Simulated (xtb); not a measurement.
CH3Cl, charge +1, doublet, from a rough starting geometry (a state made from the parent by changing its charge; the spin is typed, not shown lowest); GFN2-xTB in xtb 6.7.1.

Here is a job for xtb.
```
$ xtb mol.xyz --gfn 2 --chrg 1 --uhf 1 --opt vtight --json

# file mol.xyz
5

C     -0.01800206     0.01105269    -0.13583575
Cl     0.00550637    -0.08140333     1.67845678
H     -0.03787690     1.02949362    -0.49740317
H      0.94324654    -0.44765568    -0.52385282
H     -0.90735639    -0.48799058    -0.53083282
```

Problem. Predict the main parts of the log of this xtb run.

Solution. 
```
   ID    Z sym.   atoms
    1    6 C      1
    2   17 Cl     2
    3    1 H      3-5

           -------------------------------------------------
          |                Calculation Setup                |
           -------------------------------------------------

           -------------------------------------------------
          |                 G F N 2 - x T B                 |
           -------------------------------------------------

          ...................................................
          :                      SETUP                      :
          :.................................................:
          :  # basis functions                  17          :
          :  # atomic orbitals                  16          :
          :  # shells                            8          :
          :  # electrons                        13          :
          :  max. iterations                   250          :
          :  Hamiltonian                  GFN2-xTB          :
          :  restarted?                      false          :
          :  GBSA solvation                  false          :
          :  PC potential                    false          :
          :  electronic temp.          300.0000000     K    :
          :  accuracy                    1.0000000          :
          :  -> integral cutoff          0.2500000E+02      :
          :  -> integral neglect         0.1000000E-07      :
          :  -> SCF convergence          0.1000000E-05 Eh   :
          :  -> wf. convergence          0.1000000E-03 e    :
          :  Broyden damping             0.4000000          :
          :  net charge                          1          :
          :  unpaired electrons                  1          :
          ...................................................

 iter      E             dE          RMSdq      gap      omega  full diag
   1     -7.6200624 -0.762006E+01  0.493E+00    6.13       0.0  T
   2     -7.6625097 -0.424474E-01  0.368E+00    7.18       1.0  T
   3     -7.6949836 -0.324738E-01  0.184E+00    6.91       1.0  T
   4     -7.6979627 -0.297913E-02  0.904E-01    7.03       1.0  T
   5     -7.6987720 -0.809267E-03  0.346E-01    7.04       1.0  T
   6     -7.6989142 -0.142209E-03  0.227E-01    7.07       1.0  T
   7     -7.6989761 -0.619109E-04  0.161E-01    7.09       1.0  T
   8     -7.6990341 -0.580409E-04  0.452E-02    7.14       1.0  T
   9     -7.6990358 -0.168952E-05  0.199E-02    7.15       2.2  T
  10     -7.6990360 -0.191452E-06  0.612E-03    7.15       7.3  T
  11     -7.6990361 -0.137197E-06  0.191E-03    7.15      23.5  T
  12     -7.6990361 -0.639343E-08  0.394E-04    7.15     113.4  T
  13     -7.6990361 -0.580043E-10  0.197E-04    7.15     227.0  T

   *** convergence criteria satisfied after 13 iterations ***

         :::::::::::::::::::::::::::::::::::::::::::::::::::::
         ::                     SUMMARY                     ::
         :::::::::::::::::::::::::::::::::::::::::::::::::::::
         :: total energy              -7.649525445726 Eh    ::
         :: gradient norm              0.052834680809 Eh/a0 ::
         :: HOMO-LUMO gap              7.150463928765 eV    ::
         ::.................................................::
         :: SCC energy                -7.699036101426 Eh    ::
         :: -> isotropic ES            0.127549891719 Eh    ::
         :: -> anisotropic ES         -0.016751460862 Eh    ::
         :: -> anisotropic XC         -0.000788537414 Eh    ::
         :: -> dispersion             -0.000944685488 Eh    ::
         :: repulsion energy           0.049510655700 Eh    ::
         :: add. restraining           0.000000000000 Eh    ::
         :: total charge               1.000000000000 e     ::
         :::::::::::::::::::::::::::::::::::::::::::::::::::::

      -----------------------------------------------------------
     |                   =====================                   |
[...]
 * total energy  :    -7.6495254 Eh     change       -0.4659118E-10 Eh
 * total energy  :    -7.6530190 Eh     change       -0.3493539E-02 Eh
 * total energy  :    -7.6537640 Eh     change       -0.7450048E-03 Eh
 * total energy  :    -7.6538444 Eh     change       -0.8044891E-04 Eh
 * total energy  :    -7.6538604 Eh     change       -0.1592057E-04 Eh
 * total energy  :    -7.6538608 Eh     change       -0.4868999E-06 Eh
 * total energy  :    -7.6538611 Eh     change       -0.2107618E-06 Eh
 * total energy  :    -7.6538611 Eh     change       -0.3811572E-08 Eh
   *** GEOMETRY OPTIMIZATION CONVERGED AFTER 8 ITERATIONS ***
         :: total energy              -7.653861060704 Eh    ::
[...]
         :: add. restraining           0.000000000000 Eh    ::
         :: total charge               1.000000000000 e     ::
         :::::::::::::::::::::::::::::::::::::::::::::::::::::

           -------------------------------------------------
          |                Property Printout                |
           -------------------------------------------------

    * Orbital Energies and Occupations

         #    Occupation            Energy/Eh            Energy/eV
      -------------------------------------------------------------
         1        2.0000           -1.3094881             -35.6330
         2        2.0000           -0.8818337             -23.9959
         3        2.0000           -0.7859366             -21.3864
         4        2.0000           -0.7823110             -21.2878
         5        2.0000           -0.7823094             -21.2877
         6        1.5001           -0.6976624             -18.9844
         7        1.4999           -0.6976613             -18.9843 (HOMO)
         8                         -0.4061733             -11.0525 (LUMO)
         9                         -0.2720884              -7.4039
        10                         -0.2720865              -7.4039
        11                         -0.2669578              -7.2643
        12                         -0.2669577              -7.2643
        13                         -0.1254794              -3.4145
        14                         -0.0985061              -2.6805
        15                         -0.0601028              -1.6355
        16                         -0.0600558              -1.6342
      -------------------------------------------------------------
                  HL-Gap            0.2914880 Eh            7.9318 eV
             Fermi-level           -0.6247895 Eh          -17.0014 eV

     #   Z          covCN         q      C6AA      α(0)
     1   6 C        3.659    -0.074    22.227     6.765
     2  17 Cl       0.891     0.379    88.520    14.394
     3   1 H        0.923     0.232     0.951     1.525
     4   1 H        0.923     0.232     0.951     1.525
     5   1 H        0.923     0.232     0.951     1.525

 Mol. C6AA /au·bohr⁶  :        290.246953
 Mol. C8AA /au·bohr⁸  :       9262.083544
 Mol. α(0) /au        :         25.735216

Wiberg/Mayer (AO) data.
largest (>0.10) Wiberg bond orders for each atom

 ---------------------------------------------------------------------------
     #   Z sym  total        # sym  WBO       # sym  WBO       # sym  WBO
 ---------------------------------------------------------------------------
     1   6 C    3.688 --     2 Cl   1.107     3 H    0.860     4 H    0.860
                             5 H    0.860
     2  17 Cl   1.175 --     1 C    1.107
     3   1 H    0.886 --     1 C    0.860
     4   1 H    0.886 --     1 C    0.860
     5   1 H    0.886 --     1 C    0.860
 ---------------------------------------------------------------------------

Topologies differ in total number of bonds
Writing topology from bond orders to xtbtopo.mol

molecular dipole:
                 x           y           z       tot (Debye)
 q only:       -0.005      -0.013       0.511
   full:       -0.004      -0.032       0.964       2.452
molecular quadrupole (traceless):
                xx          xy          yy          xz          yz          zz
 q only:       -1.393      -0.000      -1.387       0.001      -0.168       2.780
  q+dip:       -2.023      -0.000      -2.014      -0.001      -0.241       4.037
   full:       -2.244      -0.000      -2.233       0.000      -0.268       4.477

optimized geometry written to: xtbopt.xyz

           -------------------------------------------------
          | TOTAL ENERGY               -7.653861060704 Eh   |
          | GRADIENT NORM               0.000015272634 Eh/α |
          | HOMO-LUMO GAP               7.931792125934 eV   |
           -------------------------------------------------

normal termination of xtb
```
